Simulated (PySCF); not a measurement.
**Tl(OH)3: from a saddle point downhill**

PySCF 2.14.0, RKS PBE0, Tl def2-SVP with ECP60, O def2-SVP, H def2-SVP; non-relativistic Hamiltonian with scalar-relativistic core potentials where named; density fitting; no spin-orbit coupling. Relaxed within the symmetry of its start, the geometry (C3v) is

```xyz
7

Tl    0.0000    0.0000    0.0243
O     2.0793    0.0000   -0.1504
H     2.4612    0.0000    0.7376
O    -1.0396    1.8007   -0.1504
H    -1.2306    2.1315    0.7376
O    -1.0396   -1.8007   -0.1504
H    -1.2306   -2.1315    0.7376
```

and its lowest harmonic modes are -331, -274, -274, 103, 103, 126 cm⁻¹ (negative: unstable). It was moved along the lowest mode and relaxed again, within the group C3 that the move left.

**Question.** Where does it end, and how much lower?

**Answer.** In C3h, 0.384 eV lower, after 21 steps:
```xyz
7

Tl    0.0000    0.0000    0.2530
O     2.0467    0.3388    0.2517
H     2.4759   -0.5278    0.2593
O    -1.3168    1.6031    0.2517
H    -0.7809    2.4081    0.2593
O    -0.7299   -1.9420    0.2517
H    -1.6950   -1.8803    0.2593
```

**Question.** How do the contacts change?

**Answer.** 
```csv
contact,saddle (Å),end (Å)
Tl1–O2 (OH),2.087,2.075
Tl1–O4 (OH),2.087,2.075
Tl1–O6 (OH),2.087,2.075
```


**Question.** Is the end a minimum?

**Answer.** Yes; lowest modes 68, 68, 135, 257, 269, 269 cm⁻¹.

State: singlet.
